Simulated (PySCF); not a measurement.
PySCF job for C₂H₅Si, SMILES C[Si][CH2] (connectivity only; charge and spin as stated), charge +1, multiplicity 1, B3LYP/pcSseg-2. Geometry optimised at PBE0-D3(BJ)/def2-TZVP. The spin state was assumed, not searched. The isomer is the one that the SMILES or the coordinates give; other isomers of the formula were not compared.

```python
import numpy as np
from pyscf import gto, scf, dft
from pyscf.prop.nmr import rks as nmr

mol = gto.M(
    atom='''
    C     1.67392233    0.06824009    0.39659339
    Si    0.11101027   -0.16914103   -0.19116464
    C    -1.67629647    0.18760356   -0.07666660
    H     2.14763439   -0.71206342    0.99348825
    H     2.35988808    0.71783492   -0.14841826
    H    -1.79805297    1.27369250   -0.17475678
    H    -2.24627224   -0.33892083   -0.84192697
    H    -2.00309617   -0.10763062    0.92835791
    ''',
    basis='pcSseg-2',
    charge=1,
    spin=0,
    max_memory=1600,
    verbose=3,
)
mf = dft.RKS(mol, xc='b3lyp').density_fit(auxbasis='def2-universal-jkfit')
mf.grids.level = 3
mf.conv_tol = 1e-10
mf.max_cycle = 100
mf.kernel()
n = nmr.NMR(mf)
n.verbose = 2
n.max_cycle_cphf = 60
sigma = n.kernel()
print('atom   isotropic/ppm   span/ppm')
for i, s in enumerate(sigma):
    w = np.linalg.eigvalsh((s + s.T) / 2)
    print(f'{mol.atom_symbol(i):2s}{i + 1:3d} {w.mean():14.3f} {w[2] - w[0]:11.3f}')
```

Program output:

```
converged SCF energy = -368.411981524183
atom   isotropic/ppm   span/ppm
C   1         72.042     315.514
Si  2       -144.980     332.199
C   3        164.554      46.819
H   4         23.457       7.711
H   5         23.457       7.711
H   6         28.438      10.134
H   7         28.332       9.910
H   8         28.438      10.134
```

The calculation finished and met its thresholds.

Cost: roughly 60 core-seconds.
